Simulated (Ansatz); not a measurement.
```xyz
23

C    -2.3115    0.7183    0.3737
Si   -0.6511   -0.1272    0.5751
C    -0.6475   -1.7727   -0.3064
C    -0.2971   -0.3631    2.4004
C     0.6995    1.0350   -0.1477
C     0.4656    1.1469   -1.6011
C     1.4497    0.4884   -2.2556
C     2.3999   -0.0155   -1.2920
C     1.9956    0.3352   -0.0494
H    -2.5687    0.8448   -0.6806
H    -2.3170    1.7055    0.8437
H    -3.1030    0.1250    0.8404
H     0.3204   -2.2693   -0.2148
H    -1.4086   -2.4281    0.1267
H    -0.8663   -1.6541   -1.3692
H    -1.0900   -0.9507    2.8718
H     0.6464   -0.8909    2.5580
H    -0.2397    0.5952    2.9236
H     0.6037    1.9601    0.4307
H    -0.3866    1.6415   -2.0467
H     1.5196    0.3512   -3.3268
H     3.2870   -0.5860   -1.5345
H     2.4995    0.1105    0.8806
```

Total charge 0; spin multiplicity 1.

Q: List the B3LYP/def2-TZVPP orbital energies in eV (Ansatz). (Best estimate.)

A: Computed: Occupied: -1798.52, -276.61, -276.59, -276.59, -276.50, -276.49, -276.16, -276.16, -276.02, -143.03, -98.37, -98.34, -98.33, -23.40, -19.73, -19.13, -18.82, -18.58, -18.51, -14.87, -14.45, -14.05, -12.72, -11.59, -11.31, -11.19, -10.90, -10.86, -10.66, -10.46, -10.46, -10.02, -9.93, -9.30, -8.30, -8.29, -7.29, -5.98. Lowest empty: -0.47, 0.65, 1.33, 1.61, 1.73, 1.80, 1.88, 2.26.

B3LYP here is the variant with VWN-RPA as its local correlation; programs differ in this.
